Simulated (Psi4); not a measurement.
A dimer, C2H6O ··· H4OSi (SMILES COC and O[SiH3]); the first 9 atoms form monomer A.

```
15

C     -1.1686    -0.0793     0.0554
O     -0.0055    -0.7053    -0.4358
C      1.1680     0.0008    -0.1039
H     -1.1521    -0.0040     1.1510
H     -2.0197    -0.6880    -0.2460
H     -1.2863     0.9311    -0.3588
H      1.2945     0.0808     0.9842
H      1.1599     1.0145    -0.5265
H      2.0099    -0.5506    -0.5197
Si     0.9787    -3.1087     1.6622
O     -0.0351    -2.9697     0.3647
H      0.6243    -2.1501     2.7384
H      0.8205    -4.4923     2.1508
H      2.3924    -2.8674     1.2801
H     -0.0769    -2.1302    -0.0988
```

**Question.** What interaction energy does SAPT0/jun-cc-pVDZ, frozen core run with Psi4 1.11 give, and which attractive term is the largest?

**Answer.** Total -5.58 kJ/mol: electrostatics -105.00, exchange 177.53, induction -49.72, dispersion -28.39. The most attractive term is electrostatics.
